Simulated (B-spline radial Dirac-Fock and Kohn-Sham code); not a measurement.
**Kohn-Sham estimates against Dirac-Fock for the levels of Te²⁺**

System: the Te²⁺ ion in the configuration [Kr] 4d10 5s1 5p3 (not the ground configuration).

The density-functional columns are spherical, spin-unpolarised Dirac-Kohn-Sham results without Breit or QED terms: −ε is minus the orbital energy of the initial state and ΔSCF the difference of two total energies. The reference in the last column comes from Dirac-Fock energy differences between relaxed states, corrected for Breit and QED terms. All numbers are from a radial finite-basis atomic code, in eV; a selection of levels is shown. For the 1s level of heavy atoms much of the gap between ΔSCF and the reference is the Breit and QED part, -109.1 eV here; for other levels the error of the functional can be larger.

| level | LDA −ε | LDA ΔSCF | Dirac-Fock |
| --- | --- | --- | --- |
| 1s | 31589.9 | 31943.4 | 31844.6 |
| 2s | 4861.6 | 4925.2 | 4977.6 |
| 2p1/2 | 4558.9 | 4638.1 | 4645.2 |
| 2p3/2 | 4284.8 | 4358.9 | 4374.3 |
| 3s | 983.9 | 1006.0 | 1041.6 |
| 3p1/2 | 859.1 | 882.0 | 904.9 |
| 3p3/2 | 808.1 | 830.1 | 853.3 |
| 3d3/2 | 587.1 | 611.5 | 614.5 |
| 3d5/2 | 576.4 | 600.5 | 604.1 |
| 4p3/2 | 132.0 | 142.0 | 150.9 |
| 4d3/2 | 63.28 | 72.36 | 71.49 |
| 4d5/2 | 61.79 | 70.80 | 70.03 |
| 5s | 33.84 | 39.20 | 38.73 |
| 5p | 23.25 | 27.91 | 26.10 |

Values without a named source are computed, but for edge energies of neutral atoms, which are taken from tables.
